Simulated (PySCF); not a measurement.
**Structure from 2D NMR**

Compound of formula C2H8O3Si3. Correlations simulated from computed shifts and the bond graph:

HSQC (one-bond C–H):
```
  δH     δC
2.08  104.9
```

COSY cross peaks (H two or three bonds apart, from the bond graph; peaks can be absent where the dihedral angle is near 90°):
```
  δH    δH
5.26  5.20
```

HMBC (two and three bonds, from the bond graph):
```
  δH           δC
5.26  104.9, 90.8
5.20  104.9, 90.8
2.08         90.8
```

Carbons without hydrogens: δ 90.8.

PySCF calculation with geometry from GFN2-xTB and shielding tensors at PBE0/pcSseg-1 (GIAO); relativity neglected, rapidly exchanging positions averaged, one conformer, no solvent model.

Referencing at the same level of theory: TMS for ¹H and ¹³C.

Exchangeable hydrogens are left out of these lists.

Assemble the structure.

Answers

`[SiH3]O[Si@H](O[SiH2]C#C)O`.

Atoms are numbered as in `[CH:1]#[C:2][SiH2:3][O:4][Si@H:5]([OH:6])[O:7][SiH3:8]`. Each H is labelled by its parent atom. Ha(Si3) is pro-R; Hb(Si3) is pro-S.

δC 104.9 is C1, a terminal alkyne carbon (δH 2.08). δC 90.8 is C2, an alkyne carbon. HMBC from δH 5.26 reaches the proton-free carbon C2. HMBC from δH 5.20 reaches the proton-free carbon C2. HMBC from δH 2.08 reaches the proton-free carbon C2. COSY links 5.26–5.20.

The shifts were computed for this structure.

Exchangeable OH/NH protons stand at their gas-phase positions; hydrogen bonding in a real sample shifts them, mostly to higher δ. Shifts are as computed. Against solution values, carbons near 30 ppm lie about +3 ppm off and those near 130 ppm about +5 ppm. Of 1211 compounds with measured shifts, 218 miss one by over three times the rms of a fit or turn the order of signals round; such compounds aren't used in these exercises.
